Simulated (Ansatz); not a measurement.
The first iterations of a band of ClF4HZr (7 atoms, charge 0, multiplicity 1).

Theory: RHF/def2-SVP (Ansatz).

```
movable images  : 5
climbing image  : yes
spring          : 5.0 eV/Å²
optimiser       : quadratic models (default)
start path      : through a guess of the saddle point
force threshold : 0.05 eV/Å
iteration limit : 60
end points      : relaxed
```

Image 0:

```xyz
7
Properties=species:S:1:pos:R:3
Zr 0.023 0.000 0.077
Cl 0.371 0.000 2.467
F 1.796 0.000 -0.579
F -0.672 1.604 -0.665
F -0.672 -1.604 -0.665
F -2.249 0.000 1.001
H -2.339 0.000 1.908
```

Image 6:

```xyz
7
Properties=species:S:1:pos:R:3
Zr -0.397 0.000 -0.630
Cl -0.310 0.000 3.707
F 1.371 0.000 0.055
F -0.651 1.547 -1.698
F -0.651 -1.547 -1.698
F -1.706 0.000 0.763
H -1.397 0.000 3.044
```

| iteration | highest image above the first end (eV) | largest band force component (eV/Å) |
| --- | --- | --- |
| 1 | 3.172 | 5.280 |
| 2 | 1.744 | 3.067 |
| 3 | 1.391 | 2.146 |
| 4 | 0.915 | 1.652 |

Does the band converge within its limit, and where does its top end?

The forces met the threshold. It ended after 12 iterations with the highest image 0.863 eV above the first end. A vibrational analysis at the climbing image gives one clearly imaginary mode, 1150i cm⁻¹, and a faint second one (23i cm⁻¹) that may be numerical noise or a soft torsion: probably a first-order saddle point. The orbitals stay closed-shell, which can raise the energy where a bond breaks towards radicals; this wasn't checked here.

The run took 2.9 min on 2 threads of Arm Neoverse N1, with other jobs on the host, peak memory 0.24 GiB.
